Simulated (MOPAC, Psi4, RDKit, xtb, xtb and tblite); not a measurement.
Two geometries of SMILES C=C[SiH2][SiH2][GeH3], relaxed at GFN2-xTB with one dihedral held; other torsions can differ between them too.

Structure A

```
15

C     -2.3914    -0.1143    -0.9704
C     -1.7091    -0.0112     0.1589
Si    -0.5834    -1.3447     0.8644
Si     1.6370    -0.6699     0.7047
Ge     2.6834    -0.5450     2.7953
H     -3.0135     0.6808    -1.3539
H     -2.3604    -1.0116    -1.5674
H     -1.7805     0.9164     0.7161
H     -0.8507    -2.5963     0.1435
H     -0.9870    -1.5583     2.2645
H      1.7837     0.6460     0.0656
H      2.4377    -1.5786    -0.1276
H      2.5207    -1.7682     3.6532
H      2.1845     0.5473     3.6988
H      4.1700    -0.3301     2.8147
```

Structure B

```
15

C      1.4284     1.0244    -0.3596
C      1.8224     0.0365     0.4270
Si     0.7653    -1.4540     0.8979
Si    -1.4540    -1.0988     0.3233
Ge    -1.7532    -0.7401    -1.9723
H      2.0652     1.8578    -0.6168
H      0.4375     1.0490    -0.7945
H      2.8295     0.0741     0.8265
H      1.3510    -2.6265     0.2263
H      0.9583    -1.6738     2.3393
H     -2.2964    -2.2409     0.7041
H     -2.0403     0.0507     1.0272
H     -1.9720     0.6893    -2.3881
H     -0.5783    -1.1398    -2.8230
H     -2.8984    -1.4499    -2.6381
```

Which is lower in energy at the level wB97X-D/def2-TZVP // GFN2-xTB run with Psi4, and by how much?

B is lower, by 0.51 kcal/mol (dihedral C2–Si3–Si4–Ge5: 120° in A, 60° in B).

E(B) − E(A) in kcal/mol at the other levels, on the same two geometries: GFN2-xTB (xtb and tblite) -1.04; B3LYP/def2-TZVP // GFN2-xTB (Psi4) 0.74; B3LYP-D3(BJ)/def2-TZVP // GFN2-xTB (Psi4) -0.56; PBE/def2-TZVP // GFN2-xTB (Psi4) 0.32; PBE-D3(BJ)/def2-TZVP // GFN2-xTB (Psi4) -0.41; UFF // GFN2-xTB (RDKit) -0.52; PM3, restricted, heats of formation // GFN2-xTB (MOPAC) 1.11; AM1, restricted, heats of formation // GFN2-xTB (MOPAC) 1.36; GFN1-xTB // GFN2-xTB (xtb) -1.97.
